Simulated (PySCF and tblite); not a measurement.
Values are calculated unless marked as measured or tabulated.
System: C₄H₃FN₂O₂, numbered as in [O:1]=[CH:2][O:3][c:4]1[n:5][cH:6][nH:7][c:8]1[F:9].

Motion: rotation about the C4–O3 bond (torsion N5–C4–O3–C2 from 129° to 231°, rising). GFN2-xTB gives an electronic barrier of 1.4 kcal/mol.

The barrier is low, and the GFN2-xTB saddle may lie off the DFT one, so take it as rough.

Task: What does PBE0/pcSseg-1 + D3(BJ) give on GFN2-xTB geometries?

Result: A barrier of 1.9 kcal/mol, 0.5 above the tight-binding barrier (from unrounded values) and, with GFN2-xTB thermal terms, ΔG‡(298 K) = 2.5 kcal/mol and k = 9.6×10¹⁰ s⁻¹ (1 equivalent path).

Programs: tblite and PySCF.
